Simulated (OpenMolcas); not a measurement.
Computed levels of 4s2 4p in ions with 31 electrons, in cm-1 above 2P* 1/2.

| Property | Result |
| --- | --- |
| Program | OpenMolcas |
| Method | SS-CASPT2, IPEA 0.25 Eh, imaginary shift 0.1 Eh |
| Basis | ANO-R2 |
| Scalar Hamiltonian | X2C, finite nucleus |
| Spin-orbit coupling | RASSI with atomic mean-field integrals over the reference wave functions, term energies averaged over their components |

Active space for each ion: 3 electrons in 8 orbitals (4s 4p 5s 5p); closed shells correlated by CASPT2: 3d.

```tsv
Level	Ga	Ge+	Se3+	Br4+	Kr5+
2P* 3/2	636	1551	3790	5390	7310
```

Question: Estimate 2P* 3/2 for As2+ from its neighbours Ge+ and Se3+.

Answer: 2P* 3/2 is fine structure, which grows about as the fourth power of a screened charge, so the fourth roots are averaged: ((1551^0.25 + 3790^0.25) / 2)^4 = 2486. The calculation gives 2470, so the estimate is off by +0.6 %; the measured value is 2940 (Moore, Atomic Energy Levels, vol. II, NSRDS-NBS 35 (1971 reprint of NBS Circular 467, 1952)).

Over all roots computed the reference weight is 0.89 to 0.96 in Ge+, 0.87 to 0.96 in As2+, 0.88 to 0.97 in Se3+, 0.89 to 0.97 in Br4+, 0.89 to 0.98 in Kr5+; the roots of lowest weight are the least certain, and an intruder state may touch them. Some high roots are left out of the spin-orbit mixing, which shifts the levels that they would mix with (holds for Ga). Active for correlation alone: 5p 5s; no level in the range computed is led by a configuration that fills them, so any true level of that kind is missing (holds for Ga; As2+; Se3+; Br4+; Kr5+). The run also gave levels led by 4s 4p 5s, 4s2 5p, which use shells meant for correlation; these and all levels above them are left out (holds for Ge+). Measured partners are found by configuration, term and J. A level has none where our copy of the source lacks it or the pairing is in doubt (some pairs that miss far off the trend of their configuration count as doubtful), and it then counts in no deviation. Levels of configurations outside the active space are missing.

* marks odd parity.
